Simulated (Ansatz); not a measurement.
**Abstraction of F: C2H2F2 + Si2H3F2 → C2H2F + Si2H3F3**

Species: C2H2F2 (vinylidene fluoride) `C=C(F)F`, singlet; Si2H3F2 `F[SiH][SiH2]F`, doublet; C2H2F `C=[C]F`, doublet; Si2H3F3 `F[SiH2][SiH](F)F`, singlet. A radical takes F: the energy is the difference in strength between the C–F bond broken and the Si–F bond made.

Shapes, held fixed at every level: PBE0-D4/def2-TZVP. Flexible molecules stand in one conformer, not always the lowest. Programs: Ansatz 0.2.0. Electronic energies: no zero-point or thermal term.

```json
{"level": "HF/def2-TZVPP", "kind": "Hartree–Fock", "ΔE (kJ/mol)": "-134.8", "CPU time (sum over the molecules)": "–"}
{"level": "PBE-D4/def2-TZVPP", "kind": "GGA", "ΔE (kJ/mol)": "-76.7", "CPU time (sum over the molecules)": "15 s"}
{"level": "B3LYP-D4/def2-TZVPP", "kind": "global hybrid", "ΔE (kJ/mol)": "-97.4", "CPU time (sum over the molecules)": "31 s"}
{"level": "PBE0-D4/def2-TZVPP", "kind": "global hybrid", "ΔE (kJ/mol)": "-83.6", "CPU time (sum over the molecules)": "17 s"}
{"level": "wB97M-V/def2-TZVPP", "kind": "range-separated hybrid", "ΔE (kJ/mol)": "-94.5", "CPU time (sum over the molecules)": "52 s"}
{"level": "wB97X-V/def2-TZVPP", "kind": "range-separated hybrid", "ΔE (kJ/mol)": "-95.7", "CPU time (sum over the molecules)": "48 s"}
{"level": "B2PLYP/def2-TZVPP", "kind": "double hybrid", "ΔE (kJ/mol)": "-102.1", "CPU time (sum over the molecules)": "28 s"}
```

B2PLYP/def2-TZVPP gives ΔE = -102.1 kJ/mol; the levels span -134.8 to -76.7. The median of the levels is -95.7. No measured value is set beside it here. Spin contamination: C2H2F (⟨S²⟩ up to 0.93). Open shells run unrestricted. Times are processor times on shared x86 and Arm servers, and rough.
